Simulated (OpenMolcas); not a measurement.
Potential curves of SeO: spin–orbit levels

Calculated with OpenMolcas 26.06: state-averaged CASSCF(8,6) over Se 4p, O 2p, XMS-CASPT2 (IPEA 0.25, imaginary shift 0.2 hartree), scalar X2C, ANO-RCC-VTZP, then RASSI spin–orbit state interaction with atomic mean-field integrals. C2 symmetry about the axis (a holds Σ, Δ, Γ; b holds Π, Φ, H; Σ⁺ and Σ⁻ are not told apart); roots by multiplicity and irrep: 3a 5, 1a 4, 3b 4, 1b 4, 5b 2.

XMS-CASPT2 energies with spin–orbit state interaction in eV from the lowest point. Curves are followed by energy order within each symmetry, so they are adiabatic and may change character at avoided crossings; for Ω = 0 the + and − levels are counted together.

```json
{"R (Å)": "1.576", "(1)Ω=0": "0.124", "(1)Ω=2": "0.908", "(2)Ω=0": "1.520", "(2)Ω=3": "7.560"}
{"R (Å)": "1.650", "(1)Ω=0": "0.000", "(1)Ω=2": "0.753", "(2)Ω=0": "1.319", "(2)Ω=3": "6.494"}
{"R (Å)": "1.732", "(1)Ω=0": "0.128", "(1)Ω=2": "0.837", "(2)Ω=0": "1.349", "(2)Ω=3": "5.624"}
{"R (Å)": "1.815", "(1)Ω=0": "0.429", "(1)Ω=2": "1.081", "(2)Ω=0": "1.541", "(2)Ω=3": "4.998"}
{"R (Å)": "1.931", "(1)Ω=0": "1.000", "(1)Ω=2": "1.560", "(2)Ω=0": "1.948", "(2)Ω=3": "4.464"}
{"R (Å)": "2.079", "(1)Ω=0": "1.824", "(1)Ω=2": "2.246", "(2)Ω=0": "2.545", "(2)Ω=3": "4.210"}
{"R (Å)": "2.310", "(1)Ω=0": "3.001", "(1)Ω=2": "3.180", "(2)Ω=0": "3.377", "(2)Ω=3": "4.157"}
{"R (Å)": "2.640", "(1)Ω=0": "3.962", "(1)Ω=2": "3.984", "(2)Ω=0": "4.032", "(2)Ω=3": "4.290"}
{"R (Å)": "3.135", "(1)Ω=0": "4.312", "(1)Ω=2": "4.302", "(2)Ω=0": "4.328", "(2)Ω=3": "4.440"}
{"R (Å)": "3.795", "(1)Ω=0": "4.284", "(1)Ω=2": "4.271", "(2)Ω=0": "4.332", "(2)Ω=3": "4.490"}
```

Left out for impure symmetry, kinks or missing points, though low: (1)Ω=1, (3)Ω=0, (1)Ω=3, (2)Ω=2, (3)Ω=2, (2)Ω=1, (3)Ω=1, (4)Ω=0, (4)Ω=1, (5)Ω=0, (6)Ω=0, (7)Ω=0. Only roots inside an energy window near the equilibrium distance were included, so the list of states is not complete; labels number the states computed. Each spin and symmetry block has orbitals of its own, averaged over its own roots, so gaps between blocks are less sure than gaps within one and near the minimum can be off by tenths of an eV, in bad cases by more. No Rydberg orbitals are active, so Rydberg states, and σ→σ* states whose orbital the CASSCF left unused, can be missing between those listed. CASPT2 splits the two components of degenerate states numerically, here by up to 94 cm⁻¹. At stretched bonds a block can hold a wrong CASSCF solution and miss its lowest state; points past a visible jump are left out. No roots were computed in block 5a (none fell in the window or the block failed), so states of that kind are missing and can lie low or lowest. Points that failed a check (symmetry, reference weights, a jump) are left out.
